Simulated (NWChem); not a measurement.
Molecule: SiNH$_{2}$F, singlet; SMILES N[Si]F

```xyz
5

Si    -0.6434     0.0506     0.0000
F      0.4310     1.2984     0.0000
N      0.4907    -1.2340     0.0000
H      1.5010    -1.1134     0.0000
H      0.2134    -2.2102     0.0000
```
Atoms are numbered in this order, from 1.

Computed with NWChem. Low-valent species are run as closed-shell singlets; no triplet was tried in these runs. Coordinates come from a PBE0/def2-SVP optimisation. B3LYP is NWChem's, with the RPA form of VWN correlation. Core excitations by TDA in a window of 1s orbitals, non-relativistic and unshifted: absolute energies depend strongly on the exact-exchange share.

```csv
level,first 1s excitation (eV),dipole oscillator strength of the first,first state with f > 0.002 (eV),dipole oscillator strength of that state
"F K edge, B3LYP/def2-TZVP",668.1,[?],668.1,[?]
"F K edge, PBE0/cc-pVTZ",670.2,0.0082,670.2,0.0082
"Si K edge, PBE0/def2-TZVP",1799.4,0.0069,1799.4,0.0069
"Si K edge, PBE/def2-TZVP",1778.6,0.0046,1778.6,0.0046
```

Problem. Some entries are withheld; supply them.

Solution. 
- F K edge, B3LYP/def2-TZVP, dipole oscillator strength of the first: 0.0078
- F K edge, B3LYP/def2-TZVP, dipole oscillator strength of that state: 0.0078
